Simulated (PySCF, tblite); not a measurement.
Parent: `[N:1]#[C:2][CH2:3][SiH:4]([SiH3:5])[SiH3:6]` with C2–C3–Si4–Si5 -65°, C2H9NSi3.

Structures optimised with GFN2-xTB, isolated species. One conformer each, not checked by frequencies here.

```tsv
coordinate of the parent	value
N1≡C2	1.146 Å
C2–C3	1.423 Å
C3–Si4	1.945 Å
Si4–Si5	2.327 Å
Si4–Si6	2.327 Å
N1–C2–C3	177.4°
C2–C3–Si4	110.1°
C3–Si4–Si5	107.3°
C3–Si4–Si6	107.4°
Si5–Si4–Si6	119.4°
```

Question: In one relative the bonds that all share with the parent change as follows (parent's numbers): N1–C2 0.000, C2–C3 -0.001, C3–Si4 +0.007, Si4–Si5 +0.017 Å. Which is it?
A. `[CH3:1][NH:2][Si:3]([SiH3:4])([SiH3:5])[CH2:6][C:7]#[N:8]` with C1–N2–Si3–Si4 46°, N2–Si3–C6–C7 -171°
B. `[CH3:1][Si@H:2]([SiH3:3])[CH2:4][C:5]#[N:6]` with C1–Si2–C4–C5 63°

Answer: A. The changes in all of them (Å):

```csv
SMILES,N1–C2,C2–C3,C3–Si4,Si4–Si5
C[Si@H]([SiH3])CC#N,-0.001,+0.002,-0.008,-0.007
CN[Si]([SiH3])([SiH3])CC#N,0.000,-0.001,+0.007,+0.017
```

Atoms are paired thus: C[Si@H]([SiH3])CC#N: N1 = N6, C2 = C5, C3 = C4, Si4 = Si2, Si5 = Si3; CN[Si]([SiH3])([SiH3])CC#N: N1 = N8, C2 = C7, C3 = C6, Si4 = Si3, Si5 = Si4, Si6 = Si5.

These are computed values.
